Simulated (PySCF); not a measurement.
## Ionising CsBi

ROHF-SCS-MP2; basis Cs def2-SVPD with ECP46, Bi def2-SVPD with ECP60; scalar-relativistic core potentials; PySCF 2.14. Neutral (ROHF): triplet (π ↑↑), Re = 3.797 Å, ωe = 78.1 cm⁻¹, De = 0.63 eV.

CsBi⁺ (UHF): quartet (σ ↑, π ↑↑), Re = 4.402 Å, ωe = 29.3 cm⁻¹. The energies at the minima are -233.56509 hartree for CsBi and -233.41113 for CsBi⁺.

Task: Work out the adiabatic ionisation energy, without and with harmonic zero-point energies (1 hartree = 27.2114 eV, 1 eV = 8065.5 cm⁻¹), and the change of the bond length.

Result: At SCS-MP2: 0.15396 hartree = 4.189 eV between the minima; the zero-point term (29.3 − 78.1)/2 cm⁻¹ = -0.003 eV makes it 4.186 eV. Re changes by +60.5 pm against the neutral. The electron leaves a σ orbital, and the ion is left as a loose complex of an ion and an atom.

Correlated steps freeze 4 core orbitals. UHF and ROHF references stand side by side, which adds small steps between rows. Correlated levels converge slowly with the basis: in double zeta they bind strong bonds too weakly, by up to about 1 eV, and carry superposition errors of some tenths. Spin–orbit coupling is left out, which matters for elements this heavy, above all for dissociation energies. States were picked by a PBE0 search and need not be the measured ground states.

Neutral and ion stand on different kinds of reference determinant, which adds to the error of the difference.
